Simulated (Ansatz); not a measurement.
Relaxation of C$_{3}$H$_{7}$FGe (12 atoms, charge 0, multiplicity 1), to a largest force component of 0.015 eV/Å in at most 40 steps.

Theory: RKS B3LYP-D4/def2-SVP (Ansatz).

```xyz
12
Properties=species:S:1:pos:R:3:forces:R:3
C -0.541 0.837 1.731 -3.58 1.82 -1.36
C -0.925 0.974 0.431 1.91 -0.93 1.67
Ge 0.260 0.395 -0.955 1.34 0.40 0.41
C 0.744 -1.490 -0.715 -3.00 -0.07 1.52
F -0.505 -2.226 -0.818 1.23 0.61 0.16
H -1.283 1.230 2.483 0.99 -0.56 -0.18
H 0.397 0.475 2.021 1.55 -0.74 0.66
H -1.846 1.404 0.142 -1.36 0.54 -0.06
H -0.347 0.643 -2.289 -0.36 0.06 -0.96
H 1.615 1.199 -0.814 -0.38 -0.21 -0.15
H 1.359 -1.836 -1.484 1.55 -0.82 -1.40
H 1.150 -1.660 0.300 0.11 -0.11 -0.31
```

Question: Where does it end, and by what steps?

Answer: The run converged. The force dipped under the threshold on the way, but the program's further checks kept it going. After 18 steps the energy has fallen by 0.427 eV; H7 moved furthest, 1.33 Å.

```csv
step,energy less start (eV),largest force component (eV/Å),accepted
0,0.0000,3.580,yes
1,-0.2803,1.394,yes
2,-0.3111,1.264,yes
3,-0.3684,0.459,yes
4,-0.3795,0.070,yes
5,-0.3824,0.160,yes
6,-0.3863,0.085,yes
7,-0.3887,0.438,yes
8,-0.3959,0.311,yes
9,-0.4070,0.072,yes
10,-0.4113,0.319,yes
11,-0.4045,0.481,no
12,-0.4190,0.081,yes
13,-0.4231,0.023,yes
14,-0.4237,0.214,yes
15,-0.4257,0.091,yes
16,-0.4266,0.013,yes
17,-0.4268,0.015,yes
18,-0.4269,0.014,yes
```

```xyz
12
Properties=species:S:1:pos:R:3
C -0.599 1.369 1.755
C -0.873 0.670 0.647
Ge 0.427 0.316 -0.758
C 0.602 -1.650 -0.982
F -0.644 -2.160 -1.326
H -1.352 1.543 2.533
H 0.390 1.805 1.939
H -1.880 0.254 0.513
H -0.050 0.896 -2.107
H 1.791 0.928 -0.364
H 1.327 -1.904 -1.775
H 0.937 -2.122 -0.042
```

Whether the end is a true minimum wasn't checked by a vibrational analysis.

The run took 120 s on 2 threads of Intel(R) Xeon(R) Platinum 8259CL CPU @ 2.50GHz (Skylake/Cascade Lake) (shared host), peak memory 0.34 GiB.
